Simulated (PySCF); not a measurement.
**Ionisation energy of He⁺ by level of theory**

He⁺ 1s1 (2S) → He²⁺ (bare nucleus), as a difference of total energies. Calculation: PySCF 2.14, in def2-TZVPPD (3s3p1d, 17 functions); the non-relativistic Hamiltonian (point nucleus). The calculations carry no spin-orbit coupling.

```csv
method,ionisation energy (eV)
UHF,54.372
LDA,52.795
PBE,54.208
PBE0,54.287
r2SCAN,54.381
BP86,54.183
LC-wPBE,54.361
B3LYP,54.342
ROHF,54.372
```

For comparison: 54.418 eV (theoretical estimate listed by NIST; NIST Atomic Spectra Database, ionization energies).
